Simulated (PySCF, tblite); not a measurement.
Compound: C7H15NO.
Cartesian coordinates in Å at the GFN2-xTB level; atoms count from 1:
```
atom  x, y, z in Å
C1    -2.559    0.339   -1.291
C2    -1.606   -0.451   -0.836
C3    -0.581   -0.052    0.189
O4    -0.614   -0.934    1.305
C5    -1.775   -0.815    2.083
C6     0.836   -0.117   -0.407
C7     0.953    0.746   -1.659
C8     1.873    0.316    0.635
N9     3.217    0.101    0.117
H10   -2.659    1.359   -0.956
H11   -3.272    0.008   -2.028
H12   -1.520   -1.475   -1.174
H13   -0.786    0.976    0.535
H14   -2.675   -1.074    1.512
H15   -1.661   -1.506    2.915
H16   -1.889    0.207    2.470
H17    1.033   -1.162   -0.666
H18    0.650    1.768   -1.442
H19    1.989    0.754   -1.985
H20    0.326    0.362   -2.460
H21    1.675   -0.229    1.571
H22    1.763    1.386    0.831
H23    3.365   -0.890   -0.051
H24    3.905    0.403    0.798
```

Level of theory: PBE0/pcSseg-1 in PySCF (dipole) on a GFN2-xTB geometry, gas phase.

Take the most abundant isotopes and a rigid rotor. The values belong to one conformer with, in the numbering `[CH2:1]=[CH:2][C@@H:3]([O:4][CH3:5])[C@@H:6]([CH3:7])[CH2:8][NH2:9]`, C1–C2–C3–O4 123°, C2–C3–O4–C5 -69°, C2–C3–C6–C7 56°, C3–C6–C8–N9 173°, C6–C8–N9–H -63° and 179°.

Q: Give the principal moments of inertia and the rotational constants in MHz.

A: Ia = 230.04, Ib = 466.57, Ic = 650.97 u·Å²; 505379 MHz·u·Å²/I gives A = 2197, B = 1083, C = 776.3 MHz.

Q: Classify the top.

A: An asymmetric top: κ = (2 × 1083 − 2197 − 776.3)/(2197 − 776.3) = -0.57.

Q: Is it planar, by Δ = Ic − Ia − Ib?

A: Not planar: Δ = Ic − Ia − Ib = -45.64 u·Å². For a rigid frame Δ = −2 Σ m c², so Σ m c² = 22.82 u·Å² lies off the ab plane: 14.51 from hydrogen and 8.31 from heavier atoms. The atom farthest from that plane is 1.54 Å away.

Q: List the rotational levels J(Ka,Kc) to J = 3 (cm⁻¹).

A: Above 0(0,0):
J = 1: 1(0,1) 0.0620, 1(1,1) 0.0992, 1(1,0) 0.1094
J = 2: 2(0,2) 0.1842, 2(1,2) 0.2130, 2(1,1) 0.2437, 2(2,1) 0.3552, 2(2,0) 0.3570
J = 3: 3(0,3) 0.3633, 3(1,3) 0.3827, 3(1,2) 0.4439, 3(2,2) 0.5412, 3(2,1) 0.5501, 3(3,1) 0.7536, 3(3,0) 0.7538
Those of J = 1 are B + C, A + C and A + B.

Q: Predict some low-J microwave lines.

A: The dipole components are |μa| = 0.88 D, |μb| = 0.84 D, |μc| = 0.34 D. The squared components, which scale the intensities, stand as 1.00 : 0.91 : 0.15 (a : b : c). Some lines, for components of 0.1 D or more:

```csv
type,branch,"J(Ka,Kc)",MHz,lower level (cm⁻¹)
c,Q,"2(1,2) ← 2(0,2)",862,0.184
a,Q,"2(1,1) ← 2(1,2)",920,0.213
c,Q,"1(1,1) ← 1(0,1)",1114,0.062
b,Q,"1(1,0) ← 1(0,1)",1421,0.062
a,Q,"4(1,3) ← 4(1,4)",3025,0.607
c,R,"1(1,0) ← 0(0,0)",3280,0.000
b,Q,"2(2,0) ← 2(1,1)",3396,0.244
a,R,"2(1,2) ← 1(1,1)",3412,0.099
a,R,"2(1,1) ← 1(1,0)",4026,0.109
b,Q,"2(2,1) ← 2(1,2)",4262,0.213
a,R,"3(0,3) ← 2(0,2)",5369,0.184
a,R,"3(2,2) ← 2(2,1)",5579,0.355
c,Q,"4(3,2) ← 4(2,2)",5771,0.812
b,Q,"4(3,2) ← 4(2,3)",6505,0.788
b,R,"4(1,4) ← 3(0,3)",7310,0.363
c,R,"2(2,0) ← 1(1,0)",7422,0.109
b,R,"2(2,0) ← 1(1,1)",7729,0.099
a,R,"4(2,2) ← 3(2,1)",7864,0.550
b,Q,"4(4,0) ← 4(3,1)",8745,1.006
b,Q,"4(4,1) ← 4(3,2)",8788,1.005
c,R,"3(3,1) ← 2(2,1)",11946,0.355
b,R,"3(3,0) ← 2(2,1)",11953,0.355
c,R,"4(2,3) ← 3(1,3)",12149,0.383
b,R,"4(3,2) ← 3(2,1)",13635,0.550
b,R,"4(4,1) ← 3(3,0)",16313,0.754
```

Its GFN2-xTB frequencies are all real (lowest 54 cm⁻¹). These are rigid-rotor constants of the computed structure; measured ground-state constants (B0) also hold zero-point vibration. A rigid rotor knows nothing of inversion at nitrogen or internal rotation, which can split or shift real lines. Quadrupole hyperfine structure (14N) is left out.

Hardware: Arm Neoverse N1, one thread, shared host with 64 logical CPUs at a one-minute load of 48. Cost: 79 s wall, 1.1 GiB resident at most. This is the PBE0/pcSseg-1 job that gave the dipole, with the shieldings it also computed.
